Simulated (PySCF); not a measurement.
# Molecular orbitals of SrTe⁺

PBE at R = 2.969 Å; Sr def2-SVP with ECP28, Te def2-SVP with ECP28; scalar-relativistic core potentials (PySCF 2.14). State: ²Π (doublet), unpaired electrons π ↑. Only the outer orbitals are listed, counted within each symmetry, core potentials removing the inner ones.

```tsv
spin	orbital	occ.	ε (eV)	on Sr (%)	main shells (%)
α	3π	1	-28.75	100	100 Sr p
α	3π	1	-28.65	100	100 Sr p
α	5σ	1	-28.47	99	99 Sr p
α	6σ	1	-18.55	4	96 Te s
α	4π	1	-10.05	9	91 Te p
α	7σ	1	-9.98	27	71 Te p, 16 Sr s, 9 Sr d
α	4π	1	-9.19	13	87 Te p, 10 Sr d
α	8σ	0	-7.40	95	76 Sr s, 13 Sr d
α	2δ	0	-6.20	100	99 Sr d
α	2δ	0	-6.20	100	100 Sr d
β	3π	1	-28.73	100	100 Sr p
β	3π	1	-28.66	100	100 Sr p
β	5σ	1	-28.47	99	99 Sr p
β	6σ	1	-17.92	5	95 Te s
β	7σ	1	-9.69	30	68 Te p, 19 Sr s, 10 Sr d
β	4π	1	-8.90	15	84 Te p, 12 Sr d
β	4π	0	-8.85	15	84 Te p, 12 Sr d
β	8σ	0	-7.38	94	73 Sr s, 14 Sr d
β	2δ	0	-6.19	100	100 Sr d
```

Problem. Which are the highest filled and the lowest empty level, where do they sit, and how wide is the gap?

Solution. Highest filled β 4π at -8.90 eV (in %: 84 Te p, 12 Sr d); lowest empty β 4π at -8.85 eV (in %: 84 Te p, 12 Sr d); the gap at PBE is 0.05 eV. Both belong to one degenerate shell, split only by its one-sided filling, so this is no excitation gap.

```
bond order (Mayer)                                                                                                 : 1.53
⟨S²⟩                                                                                                               : 0.754
charge on Sr (Mulliken, basis-dependent)                                                                           : 1.00
charge on Sr (Löwdin, basis-dependent)                                                                             : 0.75
dipole moment (positive dipole points towards Te; it is taken about the centre of mass and depends on that origin) : -11.69 D
polarisability along the bond                                                                                      : 127.1 bohr³
polarisability across the bond                                                                                     : 48.6 bohr³
```

Spin–orbit coupling is left out. The state was picked by a PBE0 search and need not be the measured ground state.
